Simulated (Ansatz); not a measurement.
```yaml
crystal:
  periodic: [false, false, false]
  atoms:
    - {symbol: C, position_ang: [0.418964, 1.093272, 0.792361]}
    - {symbol: O, position_ang: [-0.054789, -0.234659, 0.679876]}
    - {symbol: Si, position_ang: [-0.355596, -1.073515, -0.662734]}
    - {symbol: O, position_ang: [-1.550998, -2.171059, -0.364489]}
    - {symbol: F, position_ang: [-0.735211, -0.047559, -1.816654]}
    - {symbol: H, position_ang: [1.512063, 1.103083, 0.814295]}
    - {symbol: H, position_ang: [0.071686, 1.716450, -0.035456]}
    - {symbol: H, position_ang: [0.044514, 1.507346, 1.729065]}
    - {symbol: H, position_ang: [0.737868, -1.939659, -1.153365]}
basis:
  gaussian: {orbitals: "6-31++G**"}
magnetization: {spin_polarized: true, initial_magnetization: 3}
hamiltonian: {xc: {name: r2SCANh}, dispersion: d3bjatm}
accuracy: high
output: {forces: true}
```

```sh
$ ansatz run in.yaml --threads 4 --pin off --events-out ev --progress --plain --max-ram 10444MiB
```

It prints (some lines left out):

```
Functional definition: r2SCANh
2574 factors; integrals over basis functions are off by at most 3.2e-9 eV
mean field evaluation 1: about -15763.2727 eV, gradient 5.6e1 eV
mean field evaluation 2: about -15635.7840 eV, gradient 1.6e2 eV
mean field evaluation 4: about -15750.5723 eV, gradient 6.9e1 eV
mean field evaluation 8: about -15778.8496 eV, gradient 5.7e0 eV
mean field evaluation 16: about -15779.2317 eV, gradient 4.3e-1 eV
mean field evaluation 32: about -15779.3793 eV, gradient 1.8e-8 eV
mean field -15779.37929015 eV, -579.8814932654 hartree, gradient 2.3e-8 eV, S^2 3.762282; 10 other end points of the search recorded, 0 dependent functions left out
reference -15779.37930345 eV, -579.8814937543 hartree; 26, 23 occupied and 97, 100 virtual orbitals, 2574 factors
Total energy: -15779.42310506 eV, -579.8831034339 hartree
Atom 0 at     0.418964     1.093272     0.792361 Å, force    -2.114378     0.749399    -0.318336 eV/Å
Atom 1 at    -0.054789    -0.234659     0.679876 Å, force     1.174815     2.241922     3.910139 eV/Å
Atom 2 at    -0.355596    -1.073515    -0.662734 Å, force     0.384884    -0.864634    -3.636071 eV/Å
Atom 3 at    -1.550998    -2.171059    -0.364489 Å, force    -0.319603    -0.247059     0.329721 eV/Å
Atom 4 at    -0.735211    -0.047559    -1.816654 Å, force    -0.494318     0.185855    -0.504585 eV/Å
Atom 5 at     1.512063     1.103083     0.814295 Å, force     0.964127    -0.599153    -0.045687 eV/Å
Atom 6 at     0.071686     1.716450    -0.035456 Å, force     0.250312    -0.281425    -0.428255 eV/Å
Atom 7 at     0.044514     1.507346     1.729065 Å, force     0.086717    -0.382607     0.700084 eV/Å
Atom 8 at     0.737868    -1.939659    -1.153365 Å, force     0.067443    -0.802297    -0.007009 eV/Å
Dipole moment:    -0.081273     0.104797    -0.000705 e Å
```

Hardware: 4 threads of an Intel Xeon Platinum 8488C on a shared host. Wall time 30 s, peak host memory 1.1 GiB.
